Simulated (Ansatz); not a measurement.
Cost and result for the atomization energy of `C=C[Se][Si](F)(F)F` (10 atoms, 9 bonds).

```xyz
10

C     1.1876   -1.2644    0.6368
C     0.9628   -0.7748   -0.5698
Se    0.8732    1.1154   -0.9416
Si   -1.1994    1.2805   -0.1473
F    -1.7109    2.7546   -0.3637
F    -1.2978    0.9604    1.3935
F    -2.2075    0.3004   -0.8589
H     1.2424   -2.3379    0.7873
H     1.3148   -0.6283    1.5049
H     0.8348   -1.4061   -1.4410
```

The species carries charge 0 and has multiplicity 1. Correlated methods include outer-core shells of Se, which these sets cover unevenly. Scalar relativity is left out up to krypton. The structure was optimised at the PBE0-D4/def2-TZVP level. It is one conformer, not always the lowest. Program: Ansatz. All runs use 2 threads of an AMD EPYC 7R13 on a shared host and a share of an NVIDIA H100 80 GB. Times are those of one run each, without the atoms' runs, and a repeat can differ threefold. Electronic energies, without spin–orbit coupling; frozen cores. CCSD(T)/CBS adds CCSD(T) − MP2 in def2-TZVPP to the MP2 limit, and its time is that of the two runs behind it. T1 = 0.011. With those shells the extrapolation isn't a true limit. B3LYP takes the VWN-RPA correlation (the form of Gaussian; ORCA's B3LYP/G).

CCSD(T)/CBS is a level of theory with its own doubt, some kJ/mol a heavy atom from the limit and from the frozen cores, so smaller differences don't rank the functionals.

```csv
level,functions,wall time,atomization (kJ/mol),difference from CCSD(T)/CBS,per bond
B2PLYP/def2-TZVPP,287,2.9 s,4177.9,-71.9,-8.0
B3LYP-D4/def2-TZVPP (with forces),287,3.1 s,4199.7,-50.1,-5.6
PBE0-D4/def2-TZVPP,287,3.3 s,4216.5,-33.3,-3.7
PBE-D4/def2-TZVPP (with forces),287,3.5 s,4322.8,73.0,8.1
r2SCAN-D4/def2-TZVPP (with forces),287,4 s,4246.8,-3.0,-0.3
ωB97X-V/def2-TZVPP,287,4.2 s,4228.1,-21.7,-2.4
ωB97M-V/def2-TZVPP (with forces),287,5.5 s,4225.8,-24.0,-2.7
MP2/def2-QZVPP,534,6.5 s,4349.9,100.1,11.1
CCSD(T)/def2-TZVPP,287,13 s,4120.6,-129.2,-14.4
CCSD(T)/CBS(def2),–,20 s,4249.8,0.0,0.0
```

In def2-TZVPP, CCSD(T) changes the Hartree–Fock value by +1034.6 kJ/mol (the triples alone add +77.6 kJ/mol) and MP2 by +1185.7 kJ/mol; breaking electron pairs costs correlation energy, which Hartree–Fock lacks. From PBE to PBE0 (25 % exact exchange), in def2-TZVPP and without D4, the atomization energy moves by −101.9 kJ/mol: exact exchange takes away binding that semilocal exchange gives to molecules. The D4 term adds +48.2 kJ/mol with B3LYP and +25.2 kJ/mol with PBE0; it sums over pairs of atoms, weighted by their polarisabilities, and B3LYP, whose exchange is more repulsive, gets the larger term.
